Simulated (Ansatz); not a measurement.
CH7Si2, SMILES [SiH2]C[SiH3], multiplicity 2.

Geometry optimised at PBE0-D3(BJ)/def2-SVP. The isomer is the one that the SMILES or the coordinates give; other isomers of the formula were not compared.

Two levels are set side by side: PBE/def2-SVPD (Ansatz, an electronic-structure program) and PBE0/def2-SVPD (Ansatz). Energy differences of separate SCF runs at the same geometry; the states with an electron removed or added have multiplicity 1 and 1. Differences are taken from unrounded values.

```tsv
quantity	PBE0
vertical ionisation energy (eV)	8.24
vertical electron affinity (eV)	0.53
```

What does PBE give, and how far is it from PBE0? (The exact figures need the calculation; the answer reports its results.)


| quantity | PBE | PBE minus PBE0 |
|---|---|---|
| vertical ionisation energy (eV) | 8.14 | -0.10 |
| vertical electron affinity (eV) | 0.60 | 0.08 |
